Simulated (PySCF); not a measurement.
# Dipole moment and polarisability of `C=C[Si](Cl)(Cl)Cl`

Compound: C2H3Cl3Si.
Cartesian coordinates in Å at the GFN2-xTB level; atoms count from 1:
```
atom  x, y, z in Å
C1     1.554    0.470    0.056
C2     0.590   -0.412    0.274
Si3   -1.232   -0.159   -0.142
Cl4   -1.519    1.651   -0.990
Cl5   -2.332   -0.283    1.552
Cl6   -1.838   -1.601   -1.426
H7     2.581    0.271    0.315
H8     1.357    1.430   -0.393
H9     0.853   -1.360    0.728
```

Level: B3LYP/def2-SVPD (PySCF), static field, nuclei fixed, core orbitals frozen in the response. The polarisability tensor in these axes (au):

```
x   95.73  7.61 -0.80
y    7.61 87.23 -1.38
z   -0.80 -1.38 81.53
```

**Question.** Give the principal values, the mean and the anisotropy Δα = √{½[(α1 − α2)² + (α2 − α3)² + (α1 − α3)²]}.

**Answer.** Principal values 81.06, 83.13 and 100.30 au; mean 88.16 au = 13.06 Å³ = 14.54 × 10⁻⁴⁰ C²·m²/J; Δα = 18.29 au (21 % of the mean).

**Question.** What is the dipole moment, and where does it point?

**Answer.** (1.90, 0.02, 0.31) D, 1.92 D in size, pointing from the negative to the positive side. Measured along this direction, the outermost atoms are Cl6 and Cl5 at the negative end and H7 at the positive end.

**Question.** Find the Langevin capture rate constant for NH4+ (18.034 u) meeting this molecule (159.907 u), k = 2.342 × 10⁻⁹ cm³/s × √(α in Å³ / reduced mass in u).

**Answer.** The reduced mass is 16.21 u, so k = 2.10 × 10⁻⁹ cm³/s. The formula leaves out the permanent dipole, which adds to the capture rate.

**Question.** Form Σ f/ω² (atomic units) for the 8 lowest TDDFT singlets, given as eV and f, and set it beside the mean polarisability, which is this sum over all singlets: 6.58, 0.0058; 6.88, 0.0223; 6.95, 0.2796; 7.09, 0.0000; 7.23, 0.0001; 7.53, 0.1101; 7.53, 0.0149; 7.55, 0.0001.

**Answer.** They add up to 6.38 au, 7.2 % of the 88.16 au; the largest single term is 4.29 au, from the state at 6.95 eV. Terms in order: 0.10, 0.35, 4.29, 0.00, 0.00, 1.44, 0.19, 0.00 au. Higher excitations give the rest. The strengths listed sum to 0.433.

**Question.** Traceless (Buckingham) quadrupole moment about the centre of nuclear charge: eigenvalues?

**Answer.** -4.91, -0.39, 5.30 D·Å. The values depend on the origin, since the dipole doesn't vanish. The electronic extent ⟨r²⟩ about the same centre is 1244 bohr², a root-mean-square distance of 2.09 Å for the 80 electrons.

Isolated species at its GFN2-xTB geometry, gas phase.
